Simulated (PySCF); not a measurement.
## ORD: SMILES Cl[C@@H]1C[C@@H]2O[C@H]1C[SiH2]2, C$_{5}$H$_{9}$ClOSi

Geometry:
| atom | x (Å) | y (Å) | z (Å) |
| --- | --- | --- | --- |
| Cl1 | -2.854 | 1.187 | -0.222 |
| C2 | -1.280 | 0.397 | -0.499 |
| C3 | -1.210 | -0.982 | 0.166 |
| C4 | 0.055 | -0.845 | 1.024 |
| O5 | 0.022 | 0.524 | 1.432 |
| C6 | -0.138 | 1.170 | 0.192 |
| C7 | 1.165 | 0.975 | -0.601 |
| Si8 | 1.623 | -0.803 | -0.080 |
| H9 | -1.153 | 0.361 | -1.581 |
| H10 | -1.145 | -1.792 | -0.559 |
| H11 | -2.086 | -1.142 | 0.796 |
| H12 | 0.047 | -1.465 | 1.917 |
| H13 | -0.378 | 2.219 | 0.371 |
| H14 | 1.015 | 1.138 | -1.666 |
| H15 | 1.899 | 1.703 | -0.259 |
| H16 | 2.830 | -0.863 | 0.736 |
| H17 | 1.581 | -1.770 | -1.177 |

Computed with PySCF, TDDFT CAM-B3LYP/def2-SVPD circular dichroism and optical rotation, one conformer, gas phase. Geometry: GFN2-xTB.

Stereocentres: C2 R, C4 R, C6 S.

(1) What is the specific rotation at 633, 589.3, 546, 436, 405, 365, 355 nm?

(2) And for the mirror image at 589.3 nm?

(3) What is the molar rotation [Φ] = [α]·M/100 of the geometry above at 589.3 nm?

## Answers

(1) [α] in deg dm⁻¹ (g/mL)⁻¹:
```tsv
λ (nm)	origin-invariant length gauge	modified velocity gauge	length gauge (centre of mass)	isotropic polarisability (au)
633	-37.9	-40.4	-37.3	97.1
589.3	-44.6	-47.5	-43.9	97.4
546	-53.3	-56.7	-52.4	97.8
436	-92.3	-98.0	-91.0	99.6
405	-112.1	-118.8	-110.5	100.4
365	-149.6	-158.1	-147.6	101.8
355	-162.2	-171.3	-160.0	102.2
```

(2) +44.6 deg dm⁻¹ (g/mL)⁻¹ (origin-invariant length gauge): the same size and the opposite sign.

(3) With M = 148.66 g/mol, -66.3 deg cm² dmol⁻¹ (origin-invariant length gauge).

The first excitation lies at 6.63 eV (187 nm) with R = -0.5 × 10⁻⁴⁰ esu² cm² (velocity form).
